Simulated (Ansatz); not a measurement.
`CB(F)[SiH2][AlH2]` and `CB(F)F` differ in one atom or group.

Ansatz, PBE0-D4/def2-TZVP geometries, multiplicity 1. Each molecule was computed in one conformer, which needn't be the lowest.

```tsv
property	`CB(F)[SiH2][AlH2]`
LUMO energy (ωB97M-V/def2-TZVPP) / eV	-0.53
HOMO energy (PBE0/def2-TZVPP) / eV	-7.25
HOMO–LUMO gap (PBE/def2-TZVPP) / eV	3.24
HOMO–LUMO gap (B3LYP/def2-TZVPP) / eV	4.69
size of the dipole moment (PBE/def2-TZVPP) / D	1.09
LUMO energy (PBE/def2-TZVPP) / eV	-2.95
```

What does the change do to each property? (An estimate is asked.)

Ansatz gave: 
```tsv
property	`CB(F)F`	shift
LUMO energy (ωB97M-V/def2-TZVPP) / eV	1.92	2.45
HOMO energy (PBE0/def2-TZVPP) / eV	-10.26	-3.01
HOMO–LUMO gap (PBE/def2-TZVPP) / eV	7.90	4.66
HOMO–LUMO gap (B3LYP/def2-TZVPP) / eV	10.10	5.41
size of the dipole moment (PBE/def2-TZVPP) / D	1.57	0.48
LUMO energy (PBE/def2-TZVPP) / eV	-0.70	2.25
```

With PBE0 the HOMO falls by 3.01 eV and the LUMO rises by 2.56 eV, so the gap widens by about 5.57 eV. PBE moves the HOMO by -2.42 eV and ωB97M-V by -3.42 eV. Dipoles are sizes alone; their direction can turn.

B3LYP here is the variant with VWN-RPA as its local correlation; programs differ in this.
